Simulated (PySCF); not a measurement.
SMILES [GeH3][CH2][SeH] (CH₆GeSe) (B3LYP/def2-SVP optimised geometry):

```
9

Ge     1.127    -0.401     0.000
C     -0.849    -0.401     0.000
Se    -1.655     1.405     0.000
H      1.647     0.285     1.277
H      1.632     0.367    -1.240
H      1.655    -1.854    -0.059
H     -1.212    -0.866     0.928
H     -1.249    -0.983    -0.842
H     -0.992     1.854    -1.242
```

Method: PySCF with B3LYP/def2-TZVP.

Q: What are the frontier orbital energies and the dipole moment?

A: HOMO-2 -9.23 eV, HOMO-1 -8.60 eV, HOMO -6.31 eV, LUMO -0.54 eV, LUMO+1 0.32 eV; dipole moment 1.04 D.

On the same geometry PBE/def2-TZVP (PySCF 2.14.0) gives HOMO-2 -8.14 eV, HOMO-1 -7.65 eV, HOMO -5.39 eV, LUMO -1.16 eV, LUMO+1 -0.27 eV; dipole moment 1.00 D.

Meta-Löwdin charges at B3LYP/def2-TZVP: Ge1 0.38, C2 -0.47, Se3 -0.02, H4 -0.06, H5 -0.07, H6 -0.07, H7 0.13, H8 0.13, H9 0.05.
